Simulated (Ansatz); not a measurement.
formyl cation (CHO), SMILES C#[O+], charge +1.

The structure is a stationary point at r2SCAN-D4/def2-TZVPD.

Two levels are set side by side: PBE/def2-TZVPD (Ansatz, a quantum-chemistry and plane-wave program) and ωB97X-V/def2-TZVPD (Ansatz). Energy differences of separate SCF runs at the same geometry; the states with an electron removed or added have multiplicity 2 and 2. Differences are taken from unrounded values.

```csv
quantity,PBE
vertical ionisation energy (eV),26.88
vertical electron affinity (eV),6.88
vertical singlet–triplet gap (eV),8.39
```

Q: These are the PBE values. What does ωB97X-V give? (An estimate is asked for; the answer gives what the named calculation found.)

A: 
| quantity | ωB97X-V | PBE minus ωB97X-V |
|---|---|---|
| vertical ionisation energy (eV) | 26.62 | 0.26 |
| vertical electron affinity (eV) | 6.81 | 0.08 |
| vertical singlet–triplet gap (eV) | 8.31 | 0.08 |

On these quantities the two levels nearly agree.
